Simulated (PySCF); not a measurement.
S²⁺: excitation energy

S²⁺ [Ne] 3s2 3p2 (3P) → S²⁺ [Ne] 3s1 3p2 3d1 (high-spin determinant), as a difference of total energies. All numbers are calculated (PySCF 2.14, the spin-free X2C one-electron Hamiltonian (Gaussian nucleus), in aug-cc-pCVTZ-DK with one added diffuse shell each of s, p, d, f type (9s8p6d4f, 91 functions)). Correlated levels: valence and next inner shell: 1s2 frozen. The calculations carry no spin-orbit coupling.

| method | excitation energy (cm⁻¹) |
| --- | --- |
| UHF | 180450 |
| MP2 (valence and next inner shell) | 191200 |
| SCS-MP2 (valence and next inner shell) | 195650 |
| CCSD (valence and next inner shell) | 187850 |
| CCSD(T) (valence and next inner shell) | 186160 |

A first-order spin-orbit estimate (lowest level to lowest level, LS coupling) adds 0.016 eV.

The promoted electron is Rydberg-like, and one or two diffuse shells describe it only roughly, which tends to raise the upper state.

The coupled-cluster amplitudes are large for the upper state (T1 above 0.03 or a double amplitude above 0.15), so a single reference is strained.

The determinant of the upper state mixes LS terms, which raises its energy above the lowest term, most at the Hartree-Fock and MP2 levels.
